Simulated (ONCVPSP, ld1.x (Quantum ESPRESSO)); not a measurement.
Hardness and transferability of assorted potentials

Generated with ld1.x 7.5 (TM, RRKJ, ultrasoft, PAW), atompaw 4.2 or ONCVPSP 4.0.1. The cutoff is in Ry: for ld1.x and atompaw files where the sum of valence levels is converged to 10 mRy in a Bessel basis, for ONCV files where the hardest occupied wave has 1 mHa per electron of residual kinetic energy. The error is the largest all-electron minus pseudo excitation energy over each file’s own four to seven test configurations (ionisations up to +4, promotions, holes and added fractions of an electron), all of which were solved. The labels leave out finer settings (local radius, basis sizes, second energies), which also bear on the numbers. Spin-polarised tests are not counted. The rows are a selection from randomly drawn settings: files with unsolved tests, undetermined cutoffs or missed reference levels are left out.

A true bound ghost makes a file unfit for plane-wave use even where its test errors are small: the radial tests pick states by their node count and pass the ghost by.

| element | potential | cutoff (Ry) | largest error (meV) | bound ghosts |
| --- | --- | --- | --- | --- |
| Li | ultrasoft, LDA (PZ), scalar-relativistic, rc 2.95/4.20/4.20 (spd), local smoothed, core correction no, reference 2s1 2p0 | 6 | +5.8 | none |
| Sc | ONCV, PBE, scalar-relativistic, rc 2.70/2.55/1.40/2.65 (spdf), local smoothed, core correction yes, reference 3d1 4s2, qcut 2.9/2.8/7.2/3.8, projectors 2/2/1/3 | 144 | +97 | p |
| Cr | ONCV, PBE, scalar-relativistic, rc 0.85/1.20/2.15/1.90 (spdf), local smoothed, core correction yes, reference 3s2 3p6 3d5, qcut 8.4/13.8/7/6.7, projectors 1/2/2/2 | 239 | +484 | none |
| Ni | ONCV, PBE, scalar-relativistic, rc 1.25/0.95/1.45 (spd), local smoothed, core correction no, reference 3s2 3p6 3d8 4s2, qcut 7.5/17.6/9.2, projectors 2/2/2 | 169 | +395 | none |
| Hf | ONCV, LDA (Perdew-Wang 92), fully relativistic, rc 2.70/3.50/3.25/0.95 (spdf), local smoothed, core correction yes, reference 4f14 5d2 6s1.5, qcut 2.1/2.4/4.5/20.7, projectors 2/1/2/2 | 334 | +32 | s, p3/2, d5/2, p1/2, d3/2 |
| Pt | TM, PBE, scalar-relativistic, rc 0.90/1.50/2.10 (spd), local s, core correction yes, reference 5s2 5p6 5d7 6s0 6p0 | 140 | +202 | none |
| Hg | ONCV, BLYP, scalar-relativistic, rc 1.70/1.70/2.20 (spd), local p, core correction no, reference 5s2 5p6 5d10 6s1, qcut 9.1/10.2/6, projectors 2/0/1 | 55 | -19 | none |

Q: Fill in the row for K: ONCV, PBE, scalar-relativistic, rc 2.50/2.75/2.65 (spd), local smoothed, core correction yes, reference 3s2 3p6 4s0.75 4p0.25, qcut 4.3/4.9/3.5, projectors 2/2/1.

A: cutoff 17 Ry, largest error +101 meV, bound ghosts: none.

Q: Fill in the row for Ar: ONCV, PBE, scalar-relativistic, rc 1.60/1.28/1.60 (spd), local smoothed, core correction yes, reference 3s2 3p4, qcut 6.2/9.9/7.5, projectors 2/2/2.

A: cutoff 44 Ry, largest error +21 meV, bound ghosts: none.
